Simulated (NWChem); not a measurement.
# CAuO, doublet; SMILES [O+]#[C-]->[Au]

```xyz
3

Au     0.0290    -0.4170     0.0000
O     -0.1918     2.5593     0.0000
C      0.3860     1.5740     0.0000
```
Atoms are numbered in this order, from 1.

Level: PBE0/def2-SVP with def2 effective core potentials on Au, spin-unrestricted (NWChem), optimised geometry, unscaled harmonic frequencies. In the optimisation the excess spin sits in a' (Cs, its own frame). The spin multiplicity was typed, not searched, and may not be the lowest. def2 effective core potentials on Au; no spin-orbit coupling.

```csv
frequency (cm⁻¹),IR intensity (km/mol)
239,23.5
395,5.5
2125,895.0
```

zero-point energy: 3.9 kcal/mol
thermal correction to the enthalpy at 298.15 K (with zero-point energy): 6.8 kcal/mol
heat capacity Cv: 9.2 cal/(mol K)
entropy at 298.15 K and 1 atm (symmetry number 1, electronic part: spin degeneracy alone): 68.9 cal/(mol K)

Rigid rotor and harmonic oscillator.
